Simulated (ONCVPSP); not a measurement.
# Ba, ONCV: configuration errors across variants

barium (Ba), optimised norm-conserving Vanderbilt (ONCV), made with ONCVPSP 4.0.1 (LDA (Perdew-Zunger), scalar-relativistic). Core [Kr] 4d10, reference 5s2 5p6 6s1 6p1. Waves: 5s+6s: rc 3.10 bohr, ncon 4, nbas 7, qcut 4.4 1/bohr, 2 projectors; 5p+6p: rc 3.55 bohr, ncon 3, nbas 7, qcut 4.4 1/bohr, 2 projectors; d scattering state at 0.11 Ha: rc 3.90 bohr, ncon 4, nbas 8, qcut 2.7 1/bohr, 1 projector. Local part: polynomial inside 3.00 bohr (lpopt 5, dvloc0 4 Ha). Core correction: Teter function, fcfact 1.75, rcfact 1.

In the d channel the program set the typed energies aside and used -0.110 Ha.

All-electron excitation energies from the reference (eV): (1) 5s2 5p6 6s2 6p0 -2.123; (2) 5s2 5p6 6s1 6p0 3.420; (3) 5s2 5p6 6s0 6p0 13.590; (4) 5s2 5p5 6s2 6p0 21.265.

Errors AE − PS in meV (a dash: test not solved or not reliable):

```tsv
change	(1)	(2)	(3)	(4)	bound ghosts	GHOST(+) flags above zero
base	-0.3	-0.6	-2.6	-36	none	none
p: qcut 2.7	-0.8	-0.7	-5.5	+102	none	none
p: qcut 3.2	-0.5	-0.6	-3.7	+29	none	none
p: qcut 3.7	-0.4	-0.6	-2.9	-13	none	none
p: qcut 4.7	-0.3	-0.6	-2.5	-36	none	none
p: qcut 5.2	-0.4	-0.6	-2.6	-31	none	none
p: qcut 5.7	-0.4	-0.6	-2.6	-29	none	none
p: qcut 6.2	-0.4	-0.6	-2.6	-27	none	none
p: qcut 6.5	-0.4	-0.6	-2.6	-24	none	none
```

Task: Give the same row for: p: qcut 4.3.

Result: -0.3, -0.6, -2.5, -35; bound ghosts: none; GHOST(+) flags above zero: none.
